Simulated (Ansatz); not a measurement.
This geometry of CH$_{4}$ClIn (7 atoms, charge 0, multiplicity 1) is a first-order saddle point.

These are results of RKS r2SCAN/def2-SVP in Ansatz 0.2.0, not measurements.

```xyz
7
Properties=species:S:1:pos:R:3
In -0.996 -0.492 -0.352
Cl 0.561 -2.711 -0.699
H -1.115 -2.198 -0.878
C 0.228 1.150 0.384
H 0.303 1.071 1.480
H 1.235 1.061 -0.053
H -0.216 2.120 0.118
```

Task: Which two structures does it join? (They come from a converged band through this point; their orientation in space is the band's.)

Result: Bonds broken: In1–H3. Bonds formed: Cl2–H3. CH4ClIn becomes CH3In + ClH.

Initial state:

```xyz
7
Properties=species:S:1:pos:R:3
In -0.507 -0.893 -0.374
Cl 1.234 -2.511 -0.509
H -2.013 -1.556 -0.864
C 0.225 0.999 0.335
H 0.207 0.993 1.436
H 1.262 1.146 0.002
H -0.408 1.822 -0.026
```

Final state:

```xyz
7
Properties=species:S:1:pos:R:3
In -1.554 0.265 -0.650
Cl 0.238 -2.377 -0.375
H -0.635 -3.140 -0.937
C 0.245 1.191 0.355
H 0.395 0.776 1.370
H 1.171 0.999 -0.218
H 0.140 2.286 0.457
```

Task: How far does it lie above each of them?

Result: 1.68 eV above the first and 0.44 eV above the second. This is the barrier of this one path; another mechanism may lie lower. The orbitals stay closed-shell, which can raise the energy where a bond breaks towards radicals; this wasn't checked here.

Time of the run: 3 min on 2 threads of Arm Neoverse V1 (shared host), peak memory 0.14 GiB.
